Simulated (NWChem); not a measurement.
System: vinylene carbonate (C3H2O3); SMILES o1ccoc1=O

Output (shortened):

```
             Northwest Computational Chemistry Package (NWChem) 7.3.0
             --------------------------------------------------------

 C2V symmetry detected

                             Geometry "geometry" -> ""
                             -------------------------

 Output coordinates in angstroms (scale by  1.889725989 to convert to a.u.)

  No.       Tag          Charge          X              Y              Z
 ---- ---------------- ---------- -------------- -------------- --------------
    1 O                    8.0000     0.00000000     0.00000000    -1.98914614
    2 C                    6.0000     0.00000000     0.00000000    -0.79312314
    3 O                    8.0000     0.00000000     1.11460000     0.02655386
    4 C                    6.0000     0.00000000     0.67380300     1.33313686
    5 C                    6.0000     0.00000000    -0.67380300     1.33313686
    6 O                    8.0000     0.00000000    -1.11460000     0.02655386
    7 H                    1.0000     0.00000000     1.42805600     2.12470186
    8 H                    1.0000     0.00000000    -1.42805600     2.12470186

 Effective nuclear repulsion energy (a.u.)     227.8158074727

      Symmetry information
      --------------------

 Group name             C2v
 Group number             16
 Group order               4
 No. of unique centers     5

                                 NWChem DFT Module
                                 -----------------

 Summary of "ao basis" -> "ao basis" (spherical)
 ------------------------------------------------------------------------------
       Tag                 Description            Shells   Functions and Types
 ---------------- ------------------------------  ------  ---------------------
 O                          def2-svp                 6       14   3s2p1d
 C                          def2-svp                 6       14   3s2p1d
 H                          def2-svp                 3        5   2s1p

      Symmetry analysis of basis
      --------------------------

        a1         38
        a2         11
        b1         15
        b2         30

            General Information
            -------------------
          SCF calculation type: DFT
          Wavefunction type:  closed shell.
          No. of atoms     :     8
          No. of electrons :    44
           Alpha electrons :    22
            Beta electrons :    22
          Charge           :     0
          Spin multiplicity:     1
          Use of symmetry is: on ; symmetry adaption is: on
          Maximum number of iterations: 150
          AO basis - number of functions:    94
                     number of shells:    42
          Convergence on energy requested:  1.00D-06
          Convergence on density requested:  1.00D-05
          Convergence on gradient requested:  5.00D-04

              XC Information
              --------------
                         SCAN Method XC Functional
                  SCAN metaGGA Exchange Functional  1.000
                        SCAN Correlation Potential  1.000

             Grid Information
             ----------------
          Grid used for XC integration:  xcoarse
          Radial quadrature: Mura-Knowles
          Angular quadrature: Lebedev.
          Tag              B.-S. Rad. Rad. Pts. Rad. Cut. Ang. Pts.
          ---              ---------- --------- --------- ---------
          O                   0.60       21          11.0       194
          C                   0.70       21           8.0       194
          H                   0.35       21           9.0       194
          Grid pruning is: on
          Number of quadrature shells:   105
          Spatial weights used:  Erf1

      Superposition of Atomic Density Guess
      -------------------------------------

 Sum of atomic energies:        -337.94645122

      Non-variational initial energy
      ------------------------------

 Total energy =    -340.972055
 1-e energy   =    -914.197557
 2-e energy   =     345.409694
 HOMO         =      -0.234600
 LUMO         =       0.069619

      Symmetry analysis of molecular orbitals - initial
      -------------------------------------------------

  Numbering of irreducible representations:

     1 a1          2 a2          3 b1          4 b2

  Orbital symmetries:

     1 a1          2 a1          3 b2          4 a1          5 b2
     6 a1          7 a1          8 a1          9 b2         10 a1
    11 b2         12 a1         13 a1         14 b1         15 b2
    16 a1         17 b1         18 b2         19 a2         20 a1
    21 b2         22 b1         23 a2         24 b1         25 a1
    26 a1         27 b2         28 a1         29 b2         30 a1
    31 b2         32 a1

     ---------------------------------------------
      Total Density - Mulliken Population Analysis
     ---------------------------------------------

[...]

                         DFT ENERGY GRADIENTS

    atom               coordinates                        gradient
                 x          y          z           x          y          z
   1 O       0.000000   0.000000  -3.758941    0.000000   0.000000  -0.021871
   2 C       0.000000   0.000000  -1.498785    0.000000   0.000000   0.015510
   3 O       0.000000   2.106289   0.050180    0.000000   0.004448   0.006677
   4 C       0.000000   1.273303   2.519263    0.000000   0.013474  -0.007288
   5 C       0.000000  -1.273303   2.519263    0.000000  -0.013474  -0.007288
   6 O       0.000000  -2.106289   0.050180    0.000000  -0.004448   0.006677
   7 H       0.000000   2.698635   4.015104    0.000000   0.003498   0.003792
   8 H       0.000000  -2.698635   4.015104    0.000000  -0.003498   0.003792
```

Level: SCAN/def2-SVP. Structure relaxed at the PBE-D3(BJ)/def2-SVP level.

Question: Reconstruct the input file.

Answer: One answer among several that fit: the input that was run:
```
start job
memory heap 200 mb stack 900 mb global 1100 mb
geometry units angstroms noautoz
  O      0.000000     0.000000    -1.997115
  C      0.000000     0.000000    -0.801092
  O      0.000000     1.114600     0.018585
  C      0.000000     0.673803     1.325168
  C      0.000000    -0.673803     1.325168
  O      0.000000    -1.114600     0.018585
  H      0.000000     1.428056     2.116733
  H      0.000000    -1.428056     2.116733
end
basis spherical
  O library def2-svp
  C library def2-svp
  H library def2-svp
end
dft
  xc scan
  grid xcoarse
  iterations 150
  mulliken
end
task dft gradient
```
